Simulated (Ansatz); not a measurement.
`O[Si](F)(F)F` at its PBE0-D4/def2-TZVP geometry, where that method's forces vanish. Total charge 0; spin multiplicity 1.

```xyz
6

O     0.0057    1.2626   -0.1687
Si    0.1122   -0.3042    0.1584
F     0.5565   -1.1485   -1.0910
F    -1.2532   -0.9078    0.6511
F     1.1785   -0.4801    1.2903
H    -0.5997    1.5779   -0.8402
```

(1) What forces (eV/Å) does PBE-D4/def2-TZVPP give on these atoms in Ansatz? (Estimate.)

## Answers

(1) The calculation gave: 
```
O1   0.246  0.497  0.186
Si2 -0.062  0.111 -0.080
F3   0.226 -0.406 -0.598
F4  -0.654 -0.289  0.249
F5   0.513 -0.059  0.541
H6  -0.268  0.145 -0.298
```
